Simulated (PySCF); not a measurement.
Static response to an electric field

C5H6N2.
Structure used (GFN2-xTB), in Å, numbered top down from 1:
```xyz
13
C5H6N2 angstrom
C      2.9523    0.4498   -0.3841
N      1.5443    0.4201   -0.5768
C      0.8224   -0.3384    0.1272
C     -0.5753   -0.3897   -0.0411
C     -1.7768   -0.5004   -0.1315
C     -3.1878   -0.4909   -0.2660
N     -3.9020    0.4916   -0.6040
H      3.3087   -0.2281    0.4052
H      3.2379    1.4751   -0.1422
H      3.4310    0.1935   -1.3310
H      1.2212   -1.0030    0.9125
H     -3.6963   -1.4264   -0.0436
H     -3.3841    1.3473   -0.8035
```

Level: B3LYP/def2-SVPD (PySCF), static field, nuclei fixed, core orbitals frozen in the response. The polarisability tensor in these axes (au):

```
x   145.11   4.31   2.23
y     4.31  62.65  -7.86
z     2.23  -7.86  53.39
```

Task: Diagonalise the tensor; give its mean and Δα, where Δα² is half the sum of the squared differences of the eigenvalues.

Result: Principal values 48.72, 67.05 and 145.38 au; mean 87.05 au = 12.90 Å³ = 14.35 × 10⁻⁴⁰ C²·m²/J; Δα = 88.92 au (102 % of the mean).

Task: What is the dipole moment, and where does it point?

Result: (2.96, -0.94, 1.19) D, 3.33 D in size, pointing from the negative to the positive side. Measured along this direction, the outermost atoms are N7 at the negative end and H8 at the positive end.

Task: Give the principal axes and the span of the nuclei along them.

Result: Largest value along (1.00, 0.05, 0.02), where the nuclei span 7.29 Å; middle along (-0.03, 0.86, -0.50), 3.05 Å; least along (-0.04, 0.50, 0.86), 1.68 Å. The response follows the extents in order.

Task: Orientational against electronic polarisability at 350 K (dilute gas, rigid molecules)?

Result: In Gaussian units μ²/3kT = 76.50 Å³ against 12.90 Å³, a ratio of 5.93; the Debye molar polarisation (4π/3)N_A(α + μ²/3kT) is 225.5 cm³/mol, leaving out the vibrational part.

Task: Find the Langevin capture rate constant for H3O+ (19.018 u) meeting this molecule (94.053 u), k = 2.342 × 10⁻⁹ cm³/s × √(α in Å³ / reduced mass in u).

Result: The reduced mass is 15.82 u, so k = 2.11 × 10⁻⁹ cm³/s. The formula leaves out the permanent dipole, which adds to the capture rate.

Geometry: GFN2-xTB; no solvent, vibrations or thermal averaging.

The run behind these numbers computed excited states as well. Time: 28 s; peak memory 0.73 GiB. Hardware: Arm Neoverse V1, one thread, no GPU, shared host with 32 logical CPUs at a one-minute load of 25.
